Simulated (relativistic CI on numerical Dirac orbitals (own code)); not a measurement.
**How well does a small relativistic CI reproduce K4+?**

Calculated at this level of theory: Dirac-Coulomb-Breit CI, KLI orbitals optimised for each configuration, model QED, valence Slater integrals scaled by 0.85, configuration energies shifted to the measured levels that pair with them (semi-empirical) (own radial code, finite nucleus).

CI space (outside the closed core [Ne]): 3s2 3p3, 3s 3p4, 3s2 3p2 3d, 3s2 3p2 4s, 3p5, 3s2 3p 3d2, 3s 3p3 3d, 3p3 3d2, 3s2 3p2 4p, 3p4 3d, 3s2 3p2 4d, 3s 3p2 3d2, 3s2 3p2 4f, 3s2 3p2 5s, 3s2 3p2 5p, 3s 3p3 4s, 3s2 3p2 5d, 3s2 3p2 5f, 3s2 3p2 5g, 3s 3p3 4p, 3s2 3p 3d 4s, 3s 3p3 4d, 3s 3p3 4f, 3s 3p3 5s, 3s2 3p 3d 4p, 3s 3p3 5p, 3s 3p3 5d, 3s 3p3 5f, 3s 3p3 5g, 3p4 4s. Levels of other configurations are missing.

| Configuration | Term (tabulated) | J | Measured (cm⁻¹) | Computed | Error | Purity (%) |
| --- | --- | --- | --- | --- | --- | --- |
| 3s2 3p3 | 4S° | 3/2 | 0.0 | 0 | 0 | 97 |
| 3s2 3p3 | 2D° | 3/2 | 24012.5 | 23349 | -663 | 95 |
| 3s2 3p3 | 2D° | 5/2 | 24249.6 | 23600 | -650 | 97 |
| 3s2 3p3 | 2P° | 1/2 | 39758.1 | 37931 | -1827 | 96 |
| 3s2 3p3 | 2P° | 3/2 | 40080.2 | 38268 | -1812 | 94 |
| 3s 3p4 | 4P | 5/2 | 136636.5 | 136641 | 4 | 88 |
| 3s 3p4 | 4P | 3/2 | 138037.5 | 138033 | -4 | 88 |
| 3s 3p4 | 4P | 1/2 | 138804.1 | 138792 | -12 | 88 |
| 3s 3p4 | 2D | 3/2 | 169579.5 | 169684 | 104 | 77 |
| 3s 3p4 | 2D | 5/2 | 169705.8 | 169804 | 98 | 77 |
| 3s 3p4 | 2S | 1/2 | 205799.9 | 202082 | -3718 | 76 |
| 3s2 3p2 3d | 4F | 3/2 | 206720.0 | 215204 | 8484 | 97 |
| 3s2 3p2 3d | 4F | 5/2 | 207165.0 | 215702 | 8537 | 96 |
| 3s2 3p2 3d | 4D † | 5/2 | 222366.0 | 221783 | -583 | 76 |
| 3s2 3p2 3d | 4D † | 3/2 | 222711.0 | 221764 | -947 | 96 |
| 3s2 3p2 3d | 4P | 5/2 | 257865.0 | 259086 | 1221 | 86 |
| 3s2 3p2 3d | 4P | 3/2 | 259276.0 | 259874 | 598 | 86 |
| 3s2 3p2 3d | 4P | 1/2 | 259726.0 | 260309 | 583 | 86 |
| 3s2 3p2 3d | 2D † | 5/2 | 280585.0 | 266877 | -13708 | 94 |
| 3s2 3p2 3d | 2D † | 3/2 | 281035.0 | 264866 | -16169 | 94 |
| 3s2 3p2 3d | 2S | 1/2 | 292987.0 | 287764 | -5223 | 75 |
| 3s2 3p2 4s | 4P | 1/2 | 336628.0 | 336425 | -203 | 97 |
| 3s2 3p2 4s | 4P | 3/2 | 337645.0 | 337457 | -188 | 97 |
| 3s2 3p2 4s | 4P | 5/2 | 339172.0 | 338984 | -188 | 97 |
| 3s2 3p2 4s | 2P | 1/2 | 343740.0 | 343928 | 188 | 97 |
| 3s2 3p2 4s | 2P | 3/2 | 345540.0 | 345750 | 210 | 96 |
| 3s2 3p2 4s | 2D | 5/2 | 357012.0 | 357433 | 421 | 97 |
| 3s2 3p2 4s | 2D | 3/2 | 357050.0 | 357474 | 424 | 97 |
| 3s2 3p2 4s | 2S | 1/2 | 380994.0 | 375074 | -5920 | 95 |

Measured levels from Sansonetti, J. Phys. Chem. Ref. Data 37, 7 (2008); pairs were made by configuration, J and term (by order where the table uses no LS term), so strongly mixed levels may be paired wrongly.

Mean error by configuration (cm⁻¹): 3s2 3p3 -1238; 3s 3p4 -588; 3s2 3p2 3d 2367; 3s2 3p2 4s -657. Over the excited levels the mean absolute error is 1720 cm⁻¹ (28 of the 38 excited levels that our extract of the source holds in range could be paired, and the others can miss by more), and the median relative error of those above 1,000 cm⁻¹ is 0.17 %, both after the shifts were fitted to these levels, so that a configuration with one level shows no error. † marks terms whose computed intervals miss the measured ones by more than a factor of 2.5, or configurations far off the rest, from wrong mixing, a near crossing or a doubtful label or measurement; they are left out of the means.

Configurations whose levels could be paired with our table of measured levels were shifted onto them, all but the ground configuration, by the median error of their levels; single terms can still be off by 1,000 to 2,000 cm⁻¹ or more, and rates follow the energies as ν³ (E1, M1) or ν⁵ (E2). The others borrow a shift and can be off by several thousand cm⁻¹ or more. 28 of the 38 excited levels that our extract of the measured tables holds in this range could be paired (the sources list more); they are missed by 2596 cm⁻¹ on average and 16169 at most, after the shifts were fitted to these levels, and levels without a partner can miss by more.

Shifts applied (cm⁻¹): 3s2 3p3 0; 3s 3p4 -4328; 3s2 3p2 3d -4189; 3s2 3p2 4s -12823.
